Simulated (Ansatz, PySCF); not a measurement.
Gas-phase reaction (SMILES): NBN + Cl (HCl) -> NB(N)Cl + [H][H] (H2); hydrogen chloride cleaves one B-H bond, a model of a ligand-exchange step.

Each molecule is optimised on its own at B3LYP-D3(BJ)/def2-TZVP (Ansatz, a first-principles code), one conformer each, not searched for the lowest. Valence correlation only, unless marked. No spin-orbit coupling. Non-relativistic. CBS marks a two-point X^-3 extrapolation of the correlation energy; Hartree-Fock from the larger set. Thermal terms are rigid-rotor harmonic-oscillator values from B3LYP-D3(BJ) frequencies (Ansatz or PySCF) at 298.15 K and 1 atm. 1 Eh = 627.5095 kcal/mol.

```tsv
species	E, CCSD(T)/CBS(cc-pV(T+d)Z,cc-pV(Q+d)Z) (Ansatz) (Eh)	E, PBE/def2-TZVPD (Ansatz) (Eh)	H - E (Eh)	G - E (Eh)
NBN	-137.28416	-137.32076	0.07172	0.04195
Cl (HCl)	-460.37849	-460.62833	0.01000	-0.01120
NB(N)Cl	-596.51354	-596.80662	0.06511	0.03152
[H][H] (H2)	-1.17450	-1.16589	0.01336	-0.00144
```

### Question
Work out ΔE and ΔH, ΔG, ΔS and the equilibrium constant at 298.15 K at the first level, then ΔH at the second.

### Answer

1. ΔE = [(-596.51354) + (-1.17450)] - [(-137.28416) + (-460.37849)] = -0.02539 Eh = -15.9 kcal/mol at CCSD(T)/CBS(cc-pV(T+d)Z,cc-pV(Q+d)Z).
2. The terms H - E add up to -0.00325 Eh, so ΔH = (-0.02539 + (-0.00325))×627.5095 = -18.0 kcal/mol.
3. The terms G - E add up to -0.00067 Eh, so ΔG = -16.4 kcal/mol, and ΔS = (-0.00325 - (-0.00067))×627509.5/298.15 = -5.4 cal/(mol K).
4. log10 K = -ΔG/(RT ln 10) = 12.0, with RT ln 10 = 1.3642 kcal/mol.
5. At PBE/def2-TZVPD the same steps give ΔE = -14.7 and ΔH = -16.7 kcal/mol, a shift of +1.3 from the first level.
6. These values are not checked against measurement here, since the tables used lack a sound gas-phase enthalpy of formation for at least one species.
